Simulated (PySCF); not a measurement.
Compound: C2H8N2Si2.
Cartesian coordinates in Å at the PBE0-D3(BJ)/def2-SVP level; atoms count from 1:
```
atom  x, y, z in Å
C1     2.390   -0.161   -0.078
C2     1.613    0.926   -0.161
Si3   -0.180    0.871    0.350
N4    -0.668   -0.663    1.034
Si5   -1.862   -0.958   -0.208
N6    -1.365    0.562   -0.903
H7     1.981   -1.116    0.273
H8     3.451   -0.151   -0.354
H9     2.065    1.866   -0.508
H10   -0.461    2.082    1.184
H11   -0.498   -1.092    1.931
H12   -3.279   -1.027    0.274
H13   -1.640   -2.169   -1.063
H14   -1.555    1.006   -1.788
```

Linear response at CAM-B3LYP/def2-SVPD (PySCF, frozen core in the response, non-relativistic).

Static isotropic polarisability: 85.98 au (12.74 Å³), principal values 71.7, 87.1, 99.2 au.

Q: What is the polarisability at 1064 nm and at the sodium D line?

A: 86.83 au at 1064 nm (+1.0 %), 88.84 au at 589.3 nm (+3.3 %). The rise at 589.3 nm is 3.38 times that at 1064 nm; a pure ω² law gives 3.26. The lowest singlet lies at 220 nm, shorter than both wavelengths.

Q: What is the isotropic C6 coefficient between two such molecules, C6 = (3/π)∫α(iω)² dω?

A: 2763 au (Eh·bohr⁶) by a ten-point quadrature over imaginary frequencies, which is 1650 eV·Å⁶ or 159 J·nm⁶/mol.

Q: Which effective excitation energy ω̄ makes London's formula C6 = (3/4)α²ω̄ exact here?

A: ω̄ = 4·C6/(3α²) = 0.498 Eh = 13.6 eV. A one-pole form α(ω) = α/(1 − ω²/ω̄²) fitted to the 1064 nm value gives 11.8 eV. London's choice of the ionisation energy (9.19 eV, ΔSCF at the same level) gives C6 = 1870 au, 32 % too low.

Q: What molar refraction at the D line follows from R = (4π/3)·N_A·α′, with α′ the polarisability volume?

A: α′ = 13.17 Å³ gives R = 33.21 cm³/mol, for isolated, non-vibrating species.

Q: How anisotropic is the static polarisability, by Δα² = ½[(α1 − α2)² + (α2 − α3)² + (α3 − α1)²]?

A: Δα = 23.9 au, or 0.28 of the isotropic value.

Q: How many electrons N does the Slater–Kirkwood formula C6 = (3/4)·√N·α^(3/2) need to give this C6?

A: N = (4·C6/3)²/α³ = 21.4; the species has 62 electrons in all.

Q: What three-body coefficient follows from the one-pole estimate C9 = (3/4)·α·C6?

A: 178000 au. This is an estimate from the two numbers above, not a computed integral.

Q: The lowest 10 singlets have (eV, f): 5.63, 0.012; 5.83, 0.024; 6.42, 0.003; 6.62, 0.014; 6.90, 0.187; 6.94, 0.039; 7.15, 0.001; 7.34, 0.015; 7.58, 0.010; 7.62, 0.066. What share of the static polarisability do they carry in the sum over states α = Σ f/ω²?

A: 5.77 au, 6.7 % of α; the largest term, 2.91 au, is that of the state at 6.90 eV. Their oscillator strengths add up to 0.37. Higher states carry the rest.

Q: What n − 1 at the D line would an ideal gas of it have at 273.15 K and 1 atm (2.6868 × 10¹⁹ cm⁻³), by n − 1 = 2π·N·α′?

A: 22.22 × 10⁻⁴, a formal value whether or not that pressure can be reached.

On an Arm Neoverse V2 with one thread, no GPU (shared host), this took 3.4 min and 1.1 GiB of memory at its peak. This is the whole response run at CAM-B3LYP/def2-SVPD, SCF included.

One conformer stands for the species.
